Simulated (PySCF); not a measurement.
A PySCF script (with the pyscf-properties extension) for the NMR shieldings of `[SiH3]C[C@@]12CC=C[C@@H]1C2`, C7H12Si, on a GFN2-xTB geometry:

```python
import basis_set_exchange as bse
import numpy as np
from pyscf import gto, dft
from pyscf.prop import nmr

atoms = """
Si    2.677891   -0.424050   -0.395757
C     0.944551   -1.191509   -0.205326
C    -0.113464   -0.171271    0.120254
C    -0.413692    0.907189   -0.911277
C    -1.888564    1.151924   -0.762261
C    -2.444550    0.348885    0.135829
C    -1.434398   -0.516053    0.780286
C    -0.361700    0.230645    1.539778
H     2.995322    0.360133    0.798074
H     3.652360   -1.505004   -0.558908
H     2.714453    0.442208   -1.575790
H     0.966178   -1.944122    0.585589
H     0.668515   -1.715510   -1.124397
H    -0.178419    0.563135   -1.922784
H     0.165878    1.815696   -0.729959
H    -2.393672    1.900731   -1.348492
H    -3.488274    0.308777    0.395767
H    -1.704491   -1.514088    1.093998
H    -0.533850    1.272345    1.768897
H     0.164776   -0.309383    2.313441
"""
names = dict.fromkeys(["Si", "C", "H"], "pcSseg-1")
basis = {el: gto.basis.parse(bse.get_basis(n, elements=[el], fmt="nwchem")) for el, n in names.items()}
mol = gto.M(atom=atoms, basis=basis, charge=0, verbose=0)
mf = dft.RKS(mol, xc="PBE0")
mf.grids.level = 2
mf.grids.alignment = dft.numint.BLKSIZE   # the property module wants whole blocks of grid points
mf.conv_tol = 1e-9
mf.kernel()

calc = nmr.RKS(mf)   # GIAO
C = mf.mo_coeff
Co = C[:, mf.mo_occ > 0]
resp = mf.gen_response(singlet=True, hermi=2)
def vind(x):   # induced exchange potential for any number of trial vectors
    d = np.einsum("pi,xij,qj->xpq", C, 2 * x.reshape(-1, C.shape[1], Co.shape[1]), Co, optimize=True)
    return np.einsum("xpq,pi,qj->xij", resp(d - d.transpose(0, 2, 1)), C, Co, optimize=True).ravel()
mo1, _ = nmr.rhf.solve_mo1(calc, with_cphf=vind)
sigma = calc.kernel(mo1)
for i, s in enumerate(sigma):   # ppm
    print("%2d %-2s %9.2f" % (i, mol.atom_pure_symbol(i), np.trace(s) / 3))
```

**Question.** Give the expected output.

**Answer.** 
```
 0 Si    426.49
 1 C     167.98
 2 C     158.02
 3 C     140.95
 4 C      50.48
 5 C      42.15
 6 C     149.32
 7 C     159.96
 8 H      27.84
 9 H      27.85
10 H      27.76
11 H      31.17
12 H      30.27
13 H      29.27
14 H      29.23
15 H      26.09
16 H      25.43
17 H      30.11
18 H      31.84
19 H      30.92
```

These numbers come from an equivalent density-fitted implementation of the same equations, which agrees with the script to about 0.01 ppm for H and up to a few tenths of a ppm for heavy atoms, so last digits may differ.

**Question.** Turn these shieldings into chemical shifts. Scale: TMS for ²⁹Si (349.16 ppm), ¹³C (186.93 ppm), ¹H (31.72 ppm) (reference shieldings calculated alike).

**Answer.** Averaging equivalent atoms: Si 0: -77.3; C 5: 144.8; C 4: 136.4; C 3: 46.0; C 6: 37.6; C 2: 28.9; C 7: 27.0; C 1: 18.9; H 16: 6.29; H 15: 5.63; H 8/9/10: 3.90; H 14: 2.49; H 13: 2.45; H 17: 1.61; H 12: 1.44; H 19: 0.80; H 11: 0.55; H 18: -0.13 ppm. 

Size and cost of the density-fitted run: 203 basis functions, roughly 90 core-seconds.
